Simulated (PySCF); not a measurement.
Unrelated species, one level of theory. Method: TDDFT wB97X-D/def2-SVPD, vertical, gas phase, core orbitals frozen in the response in PySCF. Geometries: GFN2-xTB; one conformer of each isolated species. Triplets are in the Tamm–Dancoff approximation. 'Strongest' means the level of largest summed f among the lowest 8 singlets; it needn't be the same kind of state in each.

Problem. Rank by computed energy of the strongest computed level, lowest first.
A. `F[C@@H]1C[Si@H](Cl)C[SiH2]1`
B. `n1c(cc(cc1)C#C)C#C`
C. `C=CC[Si@@H](O)CCl`
D. `CO[Si@@H](Cl)C1CC1`
E. `[C@@H]1(OC)C[C@H]1[SiH2]Cl`
F. `F[Si](F)(F)[SiH](P)P`
G. `C[C@H]1C=CSC1`

Solution. G (5.45 eV), B (5.69 eV), F (6.41 eV), C (6.93 eV), E (7.75 eV), A (7.97 eV), D (8.79 eV).

| SMILES | strongest (eV) | T1 (eV) | f (S1) | gap (eV) | S1 (eV) | LUMO (eV) | S1 mainly |
| --- | --- | --- | --- | --- | --- | --- | --- |
| C[C@H]1C=CSC1 | 5.45 | 3.78 | 0.008 | 9.54 | 4.93 | 1.91 | H→L+1 (41%) |
| C#Cc1ccnc(C#C)c1 | 5.69 | 3.59 | 0.002 | 8.89 | 4.68 | -0.22 | H-2→L (95%) |
| F[Si](F)(F)[SiH](P)P | 6.41 | 5.15 | 0.028 | 10.19 | 6.10 | 0.48 | H→L+1 (77%) |
| C=CC[Si@@H](O)CCl | 6.93 | 4.48 | 0.113 | 10.68 | 6.60 | 1.57 | H→L (66%) |
| CO[C@@H]1C[C@H]1[SiH2]Cl | 7.75 | 7.10 | 0.020 | 11.17 | 7.30 | 1.84 | H→L (75%) |
| F[C@@H]1C[Si@H](Cl)C[SiH2]1 | 7.97 | 6.83 | 0.004 | 11.81 | 7.28 | 1.70 | H→L+1 (58%) |
| CO[Si@@H](Cl)C1CC1 | 8.79 | 7.38 | 0.018 | 12.27 | 7.69 | 2.20 | H→L+1 (79%) |

H and L stand for HOMO and LUMO.
